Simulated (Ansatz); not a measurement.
`O[SiH2][GeH2][OH]` + `[SiH3]N[SiH](Cl)Cl` → `[OH][GeH2][SiH](O)Cl` + `[SiH3]N[SiH2]Cl`  (redistribution)

Gas-phase electronic energies from Ansatz, PBE0-D4/def2-TZVP geometries. CCSD(T)/CBS is the MP2 limit (def2-TZVPP, def2-QZVPP) plus CCSD(T) − MP2 in def2-TZVPP, frozen cores. DFT in def2-TZVPP. B3LYP here is the variant with VWN-RPA as its local correlation; programs differ in this. For Ge outer-core shells are correlated without core-valence functions, which leaves a few kJ/mol of doubt a bond. Scalar relativity is left out up to krypton. One conformer a species, not always the lowest.

Task: Is it downhill or uphill in electronic energy at CCSD(T)/CBS, and by how much? (Best estimate.)

Result: Ansatz gave: Downhill: ΔE = -15.4 kJ/mol.

Task: What do these levels give: r2SCAN-D4, PBE0-D4, B3LYP-D4, BHLYP-D4, ωB97X-V, B2PLYP, revPBE, BLYP, MP2/def2-TZVPP, CCSD(T)/def2-TZVPP, MP2/CBS(def2), CCSD/CBS(def2)? (Estimate.)

Result: Computed: r2SCAN-D4 -16.8, PBE0-D4 -15.7, B3LYP-D4 -16.6, BHLYP-D4 -15.8, ωB97X-V -15.8, B2PLYP -15.3, revPBE -13.1, BLYP -15.4, MP2/def2-TZVPP -15.1, CCSD(T)/def2-TZVPP -14.9, MP2/CBS(def2) -15.6, CCSD/CBS(def2) -14.3 kJ/mol.

Largest T1 diagnostic among the species: 0.012.

In def2-TZVPP, CCSD(T) changes the Hartree–Fock value by −4.8 kJ/mol (the triples alone add −1.1 kJ/mol) and MP2 by −5.0 kJ/mol. At CCSD(T), def2-SVP lies −3.4 kJ/mol from the extrapolated value and def2-TZVPP +0.4 kJ/mol. Leaving LDA and LC-ωPBE aside and taking each functional with its dispersion term where it has one, the values, not all of them listed here, spread over 2.9 kJ/mol, from BLYP-D4 to B97M-V. LDA lies −6.4 kJ/mol from PBE without D4.
